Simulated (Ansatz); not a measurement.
A run for Ansatz (a quantum-chemistry and plane-wave program): R-CCSD(T)/aug-cc-pV(D+d)Z on N2 (SMILES N#N) with ghost functions, monomers drawn apart or pushed together. Files ending in .json are basis or fitting sets from the Basis Set Exchange.

Ansatz 0.2 input:
```yaml
crystal:
  periodic: [false, false, false]
  atoms:
    - {symbol: N, position_ang: [0.50565064, 0.47640010, -1.19338060]}
    - {symbol: N, position_ang: [0.49268073, 0.56277065, -0.10672647]}
basis:
  gaussian:
    orbitals: aug-cc-pV_D+d_Z.json
    ghost_atoms:
      - {symbol: O, position_ang: [0.43087867, 0.77877223, 2.86321203]}
      - {symbol: Si, position_ang: [-0.33216359, -0.51168793, 3.55122969]}
      - {symbol: H, position_ang: [0.50750989, 0.80298990, 1.90535165]}
      - {symbol: H, position_ang: [-1.73917389, -0.62832093, 3.09094971]}
      - {symbol: H, position_ang: [-0.30266207, -0.27794903, 5.00863427]}
      - {symbol: H, position_ang: [0.35456403, -1.78977520, 3.23502382]}
magnetization: {spin_polarized: false}
correlation: {method: ccsd_t, electrons: outside_noble_gas}
scf: {lower_state_search: off}
```

It printed:

```
Functional definition: HF
[...]
these checks for a lower state are left out or cut short: stability, starts, cluster_reference, orbital_swaps, neighbouring_geometries, increment
integrals: 0.27 GiB planned
1095 factors; integrals over basis functions are off by at most 1.8e-3 eV
mean field: 0.24 GiB planned
mean field evaluation 1: about -2964.6854 eV, gradient 1.0e1 eV
mean field evaluation 2: about -2964.6920 eV, gradient 1.0e1 eV
mean field evaluation 4: about -2964.9976 eV, gradient 3.9e-1 eV
mean field evaluation 8: about -2964.9981 eV, gradient 2.4e-5 eV
mean field -2964.99810141 eV, -108.9616704788 hartree, gradient 6.2e-7 eV, S^2 0.000000; 0 other end points of the search recorded, 0 dependent functions left out
2 core orbitals not correlated
reference -2964.99810141 eV, -108.9616704788 hartree; 5, 5 occupied and 130, 130 virtual orbitals, 1095 factors
second order -8.58940956 eV of doubles, -0.00000000 eV of singles
coupled cluster: 0.78 GiB planned
cycle   1  -8.30115833 eV  change    2.9e-1 eV  update   7.6e-2
cycle   2  -8.60592753 eV  change   -3.0e-1 eV  update   2.3e-2
cycle   3  -8.66887557 eV  change   -6.3e-2 eV  update   1.0e-2
cycle   4  -8.67357487 eV  change   -4.7e-3 eV  update   2.5e-3
cycle   5  -8.67514203 eV  change   -1.6e-3 eV  update   6.1e-4
cycle   6  -8.67511615 eV  change    2.6e-5 eV  update   1.3e-4
cycle   7  -8.67520047 eV  change   -8.4e-5 eV  update   3.1e-5
cycle   8  -8.67521693 eV  change   -1.6e-5 eV  update   1.0e-5
cycle   9  -8.67521238 eV  change    4.6e-6 eV  update   2.7e-6
perturbative correction -0.36060829 eV, -0.0132521103 hartree
Total energy: -2974.03392207 eV, -109.2937307636 hartree
Checks for a lower state left out: stability, starts, cluster_reference, orbital_swaps, neighbouring_geometries, increment
```

The run converged.

Cost: roughly 6 core-seconds.
